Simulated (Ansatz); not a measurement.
Stretching the Se1–H2 bond in SeH (multiplicity 2 held). Energies count from the point at 1.475 Å.


R- and RO- levels are restricted; in cc, def2 and unpolarised 6-31G sets they are followed outwards from rest. U- levels take the lowest unrestricted solution at each point, which mixes spins at long bonds. Active spaces are followed from rest. Curves can end on different states.

Correlated levels freeze the cores. Filled d and f shells under p-block atoms count as core.

Run with Ansatz (Gaussian orbitals). Each number belongs to the level named beside it.

```tsv
level	energy at R = 5.900 Å (kJ/mol)
RO-HF/cc-pVTZ	777.4
RO-r2SCAN/cc-pVTZ	533.4
U-r2SCAN/cc-pVTZ	331.0
U-wB97X-V/cc-pVTZ	332.3
U-MP2/cc-pVTZ	303.3
RO-SCS-MP2/cc-pVTZ	?
U-SCS-MP2/cc-pVTZ	311.2
FIC-MRCISD on CASSCF(7,5)/cc-pVTZ	311.4
FIC-MRCISD+Q on CASSCF(7,5)/cc-pVTZ	315.2
```

### Question
Complete the blanks.

### Answer

- RO-SCS-MP2/cc-pVTZ, energy at R = 5.900 Å (kJ/mol): 187.5

Doubts at one or more of the structures used: a restricted determinant that unrestricted orbitals would lower (RO-HF/cc-pVTZ, RO-r2SCAN/cc-pVTZ, RO-SCS-MP2/cc-pVTZ); a spin-contaminated determinant (U-r2SCAN/cc-pVTZ, U-wB97X-V/cc-pVTZ, U-MP2/cc-pVTZ, U-SCS-MP2/cc-pVTZ).

Ansatz is an electronic-structure program.
